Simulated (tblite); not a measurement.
Species: C8H7O2 (charge +1).
Bonds: C1–O2, O2–C3, C3–C4 (aromatic), C4–C5 (aromatic), C5–C6 (aromatic), C6–C7 (aromatic), C7–C8 (aromatic), C8–C9, C9–O10 (triple), C3–C8 (aromatic). Hydrogens: H11, H12, H13 on C1; H14 on C4; H15 on C5; H16 on C6; H17 on C7.

A start from a force field or distance geometry was refined with GFN2-xTB geometry optimisation, gas phase in tblite. Values at the start:

```json
{"coordinate": "C1–O2", "start": "1.437 Å"}
{"coordinate": "C1–H11", "start": "1.113 Å"}
{"coordinate": "O2–C3", "start": "1.392 Å"}
{"coordinate": "C3–C4", "start": "1.406 Å"}
{"coordinate": "C3–C8", "start": "1.416 Å"}
{"coordinate": "C4–C5", "start": "1.399 Å"}
{"coordinate": "C4–H14", "start": "1.091 Å"}
{"coordinate": "C5–C6", "start": "1.398 Å"}
{"coordinate": "C5–H15", "start": "1.075 Å"}
{"coordinate": "C6–C7", "start": "1.403 Å"}
{"coordinate": "C6–H16", "start": "1.081 Å"}
{"coordinate": "C7–C8", "start": "1.407 Å"}
{"coordinate": "C7–H17", "start": "1.084 Å"}
{"coordinate": "C8–C9", "start": "1.434 Å"}
{"coordinate": "C9≡O10", "start": "1.126 Å"}
{"coordinate": "C1–O2–C3", "start": "124.4°"}
{"coordinate": "O2–C3–C4", "start": "122.8°"}
{"coordinate": "O2–C3–C8", "start": "118.6°"}
{"coordinate": "C4–C3–C8", "start": "118.6°"}
{"coordinate": "C4–C5–C6", "start": "119.9°"}
{"coordinate": "C6–C7–C8", "start": "120.4°"}
{"coordinate": "C7–C8–C9", "start": "119.5°"}
{"coordinate": "C8–C9–O10", "start": "179.4°"}
{"coordinate": "C1–O2–C3–C4", "start": "-2°"}
```

Question: How do these coordinates change at the GFN2-xTB level?

Answer: 
```tsv
coordinate	GFN2-xTB (Å or °)	change
C8–C9	1.348	-0.086
O2–C3	1.314	-0.078
C6–C7	1.363	-0.040
C3–C8	1.442	+0.026
C7–C8	1.432	+0.025
C4–C5	1.378	-0.021
C1–H11	1.092	-0.021
C1–O2	1.424	-0.013
C4–H14	1.079	-0.012
C3–C4	1.399	-0.007
C7–H17	1.078	-0.006
C5–C6	1.404	+0.006
C5–H15	1.080	+0.005
C9≡O10	1.129	+0.003
C6–H16	1.078	-0.003
O2–C3–C4	126.5	+3.7
C1–O2–C3	120.9	-3.5
O2–C3–C8	115.9	-2.7
C4–C5–C6	121.7	+1.8
C8–C9–O10	178.2	-1.2
C4–C3–C8	117.5	-1.1
C6–C7–C8	119.5	-0.9
C7–C8–C9	119.0	-0.5
C1–O2–C3–C4	0	+2
```

The energy falls by 37.4 kJ/mol over 24 L-BFGS steps, the largest force on an atom goes from 3.20 to 0.010 eV/Å, and the atoms move by 0.055 Å rms after alignment. The bond that changes most is C8–C9 (ends: substituted aromatic carbon; triply bonded carbon), which shortens by 0.086 Å. Bonds longer at the end by more than 0.005 Å: 4 of 17; shorter: 11. Rotational constants go from 1531, 1416, 739.4 to 1578, 1483, 768.2 MHz.

The run took 0.17 s wall on an Arm Neoverse V1 with one thread, no GPU, on a shared host.

Its GFN2-xTB frequencies are all real (lowest 93 cm⁻¹).

Conformer computed: `[CH3:1][O:2][c:3]1[cH:4][cH:5][cH:6][cH:7][c:8]1[C:9]#[O+:10]`: C1–O2–C3–C4 0°.

One conformer stands for the species.
